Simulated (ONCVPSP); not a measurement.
**Co (Z = 27), ONCV: configuration errors across variants**

* Element: cobalt
* Generator: ONCVPSP 4.0.1
* Type: optimised norm-conserving Vanderbilt (ONCV)
* Functional: LDA (Perdew-Zunger)
* Relativity: scalar-relativistic
* Frozen core: [Ne] 3s2
* Valence charge: 15
* Reference configuration: 3p6 3d7 4s1.5 4p0.5
* Partial waves: 4s: rc 1.95 bohr, ncon 4, nbas 7, qcut 3.3 1/bohr, 2 projectors, debl 3.2 Ha; 3p+4p: rc 1.30 bohr, ncon 4, nbas 7, qcut 10.9 1/bohr, 2 projectors; 3d: rc 1.15 bohr, ncon 3, nbas 8, qcut 16.3 1/bohr, 2 projectors, debl 2.4 Ha
* Local potential: polynomial inside 1.15 bohr (lpopt 5, dvloc0 3 Ha)
* Core correction: Teter function, fcfact 3.75, rcfact 1.75

All-electron excitation energies from the reference (eV): (1) 3p6 3d7 4s2 4p0 -2.177; (2) 3p6 3d7 4s1 4p0 7.118; (3) 3p6 3d7 4s0 4p0 24.203; (4) 3p6 3d7 4s0 4p1 12.571.

4 further variants failed, have other tests or too few solved ones, and are left out.

Errors AE − PS in meV (a dash: test not solved or not reliable):

```csv
change,(1),(2),(3),(4),bound ghosts,GHOST(+) flags above zero
base,-1.0,-1.8,-26,-19,none,s
"all radii but the core radius scaled by about 0.91 (s 1.78, p 1.18, d 1.06 bohr); local potential polynomial inside 1.06 bohr (lpopt 5, dvloc0 3 Ha)",-1.0,-1.7,-25,-18,none,s
"all radii but the core radius scaled by about 1.06 (s 2.08, p 1.38, d 1.22 bohr); local potential polynomial inside 1.22 bohr (lpopt 5, dvloc0 3 Ha)",-1.0,-1.8,-25,-19,none,s
"all radii but the core radius scaled by about 1.11 (s 2.16, p 1.44, d 1.28 bohr); local potential polynomial inside 1.28 bohr (lpopt 5, dvloc0 3 Ha)",-1.0,-1.8,-24,-18,none,s
```

Problem. Give the same row for: all radii but the core radius scaled by about 1.18 (s 2.30, p 1.54, d 1.36 bohr); local potential polynomial inside 1.36 bohr (lpopt 5, dvloc0 3 Ha).

Solution. -1.0, -1.7, -24, -18; bound ghosts: none; GHOST(+) flags above zero: s.
